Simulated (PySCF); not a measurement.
**TaC⁺ at M06-L**

Computed with M06-L; PySCF, scalar-relativistic core potentials, basis sets Ta def2-TZVPPD with ECP60, C def2-TZVPPD.

| Quantity | Value |
| --- | --- |
| state | quintet, unpaired electrons σ ↑↑, π ↑, δ ↑ |
| bond length | 3.527 bohr |
| harmonic wavenumber | 877 cm⁻¹ |
| force constant | 5.10 mdyn/Å |
| rotational constant Be | 0.4300 cm⁻¹ |
| anharmonicity ωexe | 4.00 cm⁻¹ |
| vibration–rotation constant αe | 0.00240 cm⁻¹ |
| bond order (Mayer) | 2.30 |
| dipole moment (positive dipole points towards C; it is taken about the centre of mass and depends on that origin) | -2.13 D |

De is left out where the level can put another filling of the metal’s s and d shells below the measured ground configuration, by anything from nothing to about 1 eV. Spin–orbit coupling is left out, which matters for elements this heavy, above all for dissociation energies. The state is the lowest single determinant that the PBE0 search found; with open d or f shells the true ground state can be another one.
